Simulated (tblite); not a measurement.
Compound: C5H9NO2Si.
Numbering: `[CH3:1][N:2]([SiH3:3])[CH2:4][C:5]#[C:6][C:7](=[O:8])[OH:9]` (hydrogens: H10, H11, H12 on C1; H13, H14, H15 on Si3; H16, H17 on C4; H18 on O9)

The geometry is computed with GFN2-xTB (gas phase).

Q: List the bond lengths, angles and torsions at this level.

A: 
```tsv
bond	length (Å)	order
C1–N2	1.442	single
N2–Si3	1.725	single
N2–C4	1.445	single
C4–C5	1.450	single
C5≡C6	1.204	triple
C6–C7	1.436	single
C7=O8	1.203	double
C7–O9	1.343	single
C1–H10, C1–H11	1.091	single
C1–H12	1.096	single
Si3–H13, Si3–H14, Si3–H15	1.465	single
C4–H16, C4–H17	1.097	single
O9–H18	0.970	single
```

Bonds in one row agree within 0.01 Å and their mean is given. Orders are formal, as drawn. A selection of angles:
```tsv
angle	degrees
N2–C1–H10	109.8
N2–C1–H12	112.1
H10–C1–H11	108.7
H10–C1–H12	108.3
C1–N2–Si3	121.4
C1–N2–C4	112.7
Si3–N2–C4	120.3
N2–Si3–H13	104.3
N2–Si3–H15	115.9
H13–Si3–H14	112.8
H13–Si3–H15	109.5
N2–C4–C5	113.1
N2–C4–H16	109.0
C5–C4–H16	108.6
C5–C4–H17	108.2
H16–C4–H17	108.4
C4–C5–C6	174.2
C5–C6–C7	175.3
C6–C7–O8	124.9
C6–C7–O9	111.7
O8–C7–O9	123.4
C7–O9–H18	109.7
```

Dihedral angles: C1–N2–C4–C5 -69° (synclinal); H18–O9–C7–C6 180° (antiperiplanar). The mirror-image conformer, all signs reversed, is as good.

The C–C distances run from 1.204 Å (C5≡C6, drawn triple) to 1.450 Å (C4–C5, drawn single), a spread of 0.246 Å. The 2 C–O bonds span 1.203 Å (C7=O8, drawn double) to 1.343 Å (C7–O9, drawn single), a spread of 0.140 Å. Of the pairs four or more bonds apart, C5···H12 is among the closest relative to their van der Waals radii: 2.73 Å, 94 % of the sum of Bondi's values. N2 (silicon-bound nitrogen) has angles 121.4°, 120.3° and 112.7°, sum 354.4°, 0.21 Å off the plane of its three neighbours. O9 (acid hydroxyl oxygen) is bent (angle 109.7°). Si3 (SiH3 silicon) is distorted tetrahedral (angles from 104.3° to 115.9°).

Point group: C1 (no symmetry element, even within 0.4 Å). Its GFN2-xTB frequencies are all real (lowest 19 cm⁻¹). The numbers are those of one conformer (C1–N2–C4–C5 -69°, C6–C7–O9–H 180°). 3 starts were optimised and ended at 0.00, 1.16 and 2.81 kcal/mol (GFN2-xTB); the lowest of these is shown.

Hardware: one thread of an Arm Neoverse N1, on a shared host. Cost: 1.9 s of wall time. This is the geometry optimisation.
